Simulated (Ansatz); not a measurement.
Reaction (formal exchange of groups at the Al–Al bond): `[OH][AlH][AlH2]` + `C[SiH2]C` → `C[SiH2][CH2][AlH2]` + `[OH][AlH2]`

Gas-phase electronic energies from Ansatz, PBE0-D4/def2-TZVP geometries. CBS: MP2 limit from def2 TZ/QZ plus the TZ coupled-cluster correction, frozen cores. This one scheme is used for every species. Functionals use def2-TZVPP. B3LYP here is the variant with VWN-RPA as its local correlation; programs differ in this. Each species was taken in one conformer, which may not be the lowest.

`[OH][AlH][AlH2]`:

Z-matrix (Å, degrees):
```
Al
Al 1 2.587
O 1 1.706 2 113.9
H 1 1.598 2 128.9 3 180.0
H 2 1.595 1 121.9 3 -90.1
H 2 1.595 1 121.9 3 90.2
H 3 0.957 1 123.0 2 -179.9
```

`C[SiH2]C`:

Cartesian coordinates in Å:
```
C 1.360 0.615 -0.523
Si -0.193 -0.430 -0.552
C -1.186 -0.226 1.021
H 1.934 0.491 -1.444
H 2.003 0.334 0.316
H 1.114 1.675 -0.419
H 0.177 -1.865 -0.725
H -1.031 -0.043 -1.723
H -0.600 -0.526 1.894
H -2.090 -0.839 0.996
H -1.488 0.815 1.159
```

`C[SiH2][CH2][AlH2]`:

```xyz
13

C    -0.095   -1.197   -1.470
Si   -0.682    0.437   -0.771
C     0.524    1.094    0.498
Al    0.448    0.096    2.166
H     0.863   -1.076   -1.982
H     0.041   -1.941   -0.680
H    -0.813   -1.595   -2.190
H    -2.016    0.234   -0.125
H    -0.891    1.409   -1.883
H     1.527    1.040    0.058
H     0.294    2.147    0.693
H    -0.310    0.698    3.425
H     1.111   -1.346    2.260
```

`[OH][AlH2]`:

```xyz
5

O     0.804    0.734   -0.543
Al   -0.466   -0.158    0.140
H     1.724    0.490   -0.457
H    -0.146   -1.470    0.970
H    -1.917    0.404   -0.111
```

(1) Is it downhill or uphill in electronic energy at CCSD(T)/CBS, and by how much? (An estimate is asked.)

(2) What do these levels give: PBE0-D4, B3LYP-D4, ωB97X-V, ωB97M-V, B2PLYP, PBE0, SCS-MP2/def2-TZVPP, CCSD/def2-TZVPP, CCSD(T)/def2-TZVPP, MP2/def2-QZVPP, HF/CBS(def2), CCSD/CBS(def2)? (Estimate.)

Largest T1 diagnostic among the species: 0.013.

Answers

(1) The calculation gave: Downhill: ΔE = -9.3 kJ/mol.

(2) Computed: PBE0-D4 -0.9, B3LYP-D4 -8.9, ωB97X-V -7.8, ωB97M-V -20.0, B2PLYP -8.3, PBE0 2.8, SCS-MP2/def2-TZVPP -14.2, CCSD/def2-TZVPP -5.7, CCSD(T)/def2-TZVPP -7.5, MP2/def2-QZVPP -20.0, HF/CBS(def2) -2.4, CCSD/CBS(def2) -7.4 kJ/mol.

The D4 term adds −6.7 kJ/mol with B3LYP and −3.7 kJ/mol with PBE0; it sums over pairs of atoms, weighted by their polarisabilities, and B3LYP, whose exchange is more repulsive, gets the larger term. In def2-TZVPP, CCSD(T) changes the Hartree–Fock value by −6.1 kJ/mol (the triples alone add −1.8 kJ/mol) and MP2 by −17.2 kJ/mol.
